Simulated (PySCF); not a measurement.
Compound: C₃H₉AlF₂OS.
Z-matrix (Å and degrees, PBE0-D3(BJ)/def2-SVP geometry), rows numbered from 1:
```
C 
S   1  1.8065
C   2  1.8057  1  100.95
Al  2  2.4545  1   97.40  3   104.18
O   4  1.7732  2  101.07  1  -179.00
C   5  1.3082  4  132.00  2    44.39
F   6  1.3774  5  111.32  4   -67.03
F   6  1.3693  5  112.01  4    49.14
H   1  1.0984  2  106.98  3  -176.60
H   1  1.0999  2  110.60  3   -57.31
H   1  1.0983  2  109.54  3    64.91
H   3  1.0970  2  106.11  1   175.23
H   3  1.0991  2  110.32  1    56.55
H   3  1.0983  2  109.19  1   -66.01
H   4  1.5971  2   98.13  1   -58.86
H   4  1.5888  2  100.86  1    65.57
H   6  1.1039  5  113.65  4   171.71
```

Theory: PBE0-D3(BJ)/def2-SVP geometry optimisation, gas phase in PySCF.

Masses are those of the commonest isotopes; rigid-rotor values at the optimised geometry. The values belong to one conformer with, in the numbering `[CH3:1][S+:2]([CH3:3])[AlH2-:4][O:5][CH:6]([F:7])[F:8]`, C1–S2–Al4–O5 -179°, S2–Al4–O5–C6 44°, Al4–O5–C6–F7 -67°.

Question: What are A, B and C (GHz)?

Answer: Ia = 236.67, Ib = 531.46, Ic = 633.51 u·Å²; 505379 MHz·u·Å²/I gives 2135, 950.9 and 797.8 MHz, that is A = 2.1353, B = 0.9509, C = 0.7978 GHz.

Question: What kind of rotor is it?

Answer: An asymmetric top: κ = (2 × 950.9 − 2135 − 797.8)/(2135 − 797.8) = -0.77.

Question: Is it planar, by Δ = Ic − Ia − Ib?

Answer: Not planar: Δ = Ic − Ia − Ib = -134.63 u·Å². For a rigid frame Δ = −2 Σ m c², so Σ m c² = 67.31 u·Å² lies off the ab plane: 9.60 from hydrogen and 57.71 from heavier atoms. The atom farthest from that plane is 1.80 Å away.

Question: Give the other two planar moments, Paa and Pbb, and the rms extents of the mass along the axes.

Answer: Paa = Σ m a² = (Ib + Ic − Ia)/2 = 464.15 and Pbb = Σ m b² = (Ia + Ic − Ib)/2 = 169.36 u·Å². With the mass M = 158.02 u, the rms extents √(P/M) along a, b and c are 1.71, 1.04, 0.65 Å.

Question: Give the coordinates in the principal-axis frame, origin at the centre of mass.

Answer: The sense of each axis is arbitrary; atoms in the order of the calculation.
```csv
atom,mass (u),a (Å),b (Å),c (Å)
C1,12.000,-3.115,-0.167,0.139
S2,31.972,-1.511,0.389,-0.478
C3,12.000,-1.073,1.620,0.768
Al4,26.982,-0.205,-1.564,0.233
O5,15.995,1.420,-1.102,-0.306
C6,12.000,2.085,0.021,-0.217
F7,18.998,1.509,1.007,-0.987
F8,18.998,2.063,0.531,1.054
H9,1.008,-3.451,-0.976,-0.525
H10,1.008,-3.024,-0.547,1.167
H11,1.008,-3.833,0.663,0.094
H12,1.008,-0.058,1.957,0.520
H13,1.008,-1.078,1.168,1.770
H14,1.008,-1.776,2.461,0.707
H15,1.008,-0.511,-1.484,1.798
H16,1.008,-0.840,-2.698,-0.682
H17,1.008,3.141,-0.064,-0.529
```

Question: Where do the levels up to J = 5 lie, in MHz?

Answer: Above 0(0,0):
J = 1: 1(0,1) 1749, 1(1,1) 2933, 1(1,0) 3086
J = 2: 2(0,2) 5232, 2(1,2) 6277, 2(1,1) 6737, 2(2,1) 10290, 2(2,0) 10304
J = 3: 3(0,3) 10423, 3(1,3) 11285, 3(1,2) 12203, 3(2,2) 15536, 3(2,1) 15605, 3(3,1) 21849, 3(3,0) 21850
J = 4: 4(0,4) 17285, 4(1,4) 17948, 4(1,3) 19474, 4(2,3) 22520, 4(2,2) 22721, 4(3,2) 28870, 4(3,1) 28875, 4(4,1) 37674, 4(4,0) 37674
J = 5: 5(0,5) 25779, 5(1,5) 26255, 5(1,4) 28531, 5(2,4) 31232, 5(2,3) 31683, 5(3,3) 37653, 5(3,2) 37675, 5(4,2) 46448, 5(4,1) 46448, 5(5,1) 57768, 5(5,0) 57768
Those of J = 1 are B + C, A + C and A + B.

Question: Which lines would a microwave search look for?

Answer: The dipole components are |μa| = 3.47 D, |μb| = 2.26 D, |μc| = 0.47 D. The squared components, which scale the intensities, stand as 1.00 : 0.43 : 0.02 (a : b : c). Some lines, for components of 0.1 D or more:

| type | branch | J(Ka,Kc) | MHz | lower level (cm⁻¹) |
| --- | --- | --- | --- | --- |
| a | Q | 2(1,1) ← 2(1,2) | 460 | 0.209 |
| c | Q | 3(1,3) ← 3(0,3) | 862 | 0.348 |
| c | Q | 2(1,2) ← 2(0,2) | 1045 | 0.175 |
| b | Q | 1(1,0) ← 1(0,1) | 1338 | 0.058 |
| b | R | 3(1,2) ← 2(2,1) | 1913 | 0.343 |
| a | R | 2(1,2) ← 1(1,1) | 3344 | 0.098 |
| b | Q | 3(2,1) ← 3(1,2) | 3401 | 0.407 |
| a | R | 3(1,3) ← 2(1,2) | 5008 | 0.209 |
| a | R | 3(2,1) ← 2(2,0) | 5301 | 0.344 |
| c | Q | 3(3,1) ← 3(2,1) | 6245 | 0.521 |
| c | R | 3(1,2) ← 2(0,2) | 6971 | 0.175 |
| c | R | 3(2,2) ← 2(1,2) | 9259 | 0.209 |
| c | R | 3(3,0) ← 2(2,0) | 11546 | 0.344 |
| c | R | 3(3,1) ← 2(2,1) | 11559 | 0.343 |

Question: Estimate the classical rotational partition function at 100 K, 200 K and 500 K.

Answer: Point group C1, symmetry number σ = 1; q = (√π/σ)·√((kT/h)³/(ABC)), k/h = 20836.6 MHz/K: 132000 at 100 K, 375000 at 200 K, 1480000 at 500 K.

Not checked by PBE0-D3(BJ)/def2-SVP frequencies. Zero-point vibration and centrifugal distortion are left out. A rigid rotor knows nothing of internal rotation, which can split or shift real lines. Quadrupole hyperfine structure (27Al) is left out.

Hardware: one thread of an Arm Neoverse V1, on a shared host. Cost: 6.4 min of wall time, 0.68 GiB resident at most. These figures are those of the optimisation.
